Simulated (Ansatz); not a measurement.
Cost and result up the ladder for the cluster Al6Cu4 (10 atoms). The state is a singlet with charge 0. Geometry: PBE-D4/def2-SVP.

Cartesian coordinates in Å:
```
Cu 1.6013 0.9984 -1.7031
Cu 0.0699 -1.0345 -1.8037
Cu 1.3648 -0.6753 1.9087
Cu -1.9387 -0.7237 -0.3707
Al -0.1108 -2.0620 0.4825
Al 1.4259 1.4957 0.7511
Al -3.1008 1.4501 0.4927
Al -0.7682 0.3356 1.6793
Al 2.0999 -0.9584 -0.4195
Al -0.6434 1.1741 -1.0173
```

Ansatz on 4 threads of Intel Xeon Platinum 8488C on a shared host. Times are rough, and most runs start from the orbitals of an earlier one. No level here is sound enough to serve as a yardstick. Binding counts from free atoms at the same level (Cu doublet, Al doublet; other spins of the atoms weren't run), without zero-point energy or a counterpoise term.

No other spin state of charge 0 was run. Another isomer (singlet) lies 0.05 eV lower at PBE0-D4/def2-TZVP; other spin states weren't run for this one.

Run but left out: HF/STO-3G, HF/def2-TZVP (restricted singlet, unstable in another Hartree–Fock run and untested here); MP2/def2-SVP (restricted singlet, unstable towards broken spin symmetry).

```json
{"level": "PBE-D4/def2-SVP", "functions": "232", "wall time": "4.6 s", "binding energy per atom (eV)": "2.77", "remarks": "restricted SCF unstable in HF"}
{"level": "PBE0-D4/def2-SVP", "functions": "232", "wall time": "11 s", "binding energy per atom (eV)": "2.48", "remarks": "restricted SCF unstable in HF"}
{"level": "PBE-D4/def2-TZVP (with forces)", "functions": "402", "wall time": "14 s", "binding energy per atom (eV)": "2.52", "remarks": "restricted SCF unstable in HF"}
{"level": "r2SCAN-D4/def2-TZVP", "functions": "402", "wall time": "25 s", "binding energy per atom (eV)": "2.52", "remarks": "restricted SCF unstable in HF"}
{"level": "PBE0-D4/def2-TZVP", "functions": "402", "wall time": "48 s", "binding energy per atom (eV)": "2.29", "remarks": "restricted SCF unstable in HF"}
```
